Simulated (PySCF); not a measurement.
## KS, PBE: how much the basis matters

PySCF, UKS reference; doublet, unpaired electrons π ↑; De to K + S without counterpoise correction.

```json
{"basis": "x2c-SVPall", "relativity": "spin-free X2C", "functions": "42", "Re (Å)": "2.834", "ωe (cm⁻¹)": "249", "De (eV)": "2.51", "μ (D)": "-8.73"}
{"basis": "def2-SVPD", "relativity": "no relativity", "functions": "54", "Re (Å)": "2.867", "ωe (cm⁻¹)": "245", "De (eV)": "2.72", "μ (D)": "-10.11"}
{"basis": "x2c-TZVPPall", "relativity": "spin-free X2C", "functions": "75", "Re (Å)": "2.837", "ωe (cm⁻¹)": "247", "De (eV)": "2.65", "μ (D)": "-9.38"}
```

(1) How does each smaller set differ from the one with most functions, x2c-TZVPPall?

A positive dipole means K(−)S(+). The state was picked by a PBE0 search and need not be the measured ground state.

Results:

(1) x2c-SVPall: -0.3 pm, +0.8 % in ωe, -0.14 eV in De; def2-SVPD: +3.0 pm, -0.8 % in ωe, +0.07 eV in De. All at PBE; the set with most functions is neither the basis-set limit nor always the best. The rows treat relativity differently, so the differences are not basis effects alone.
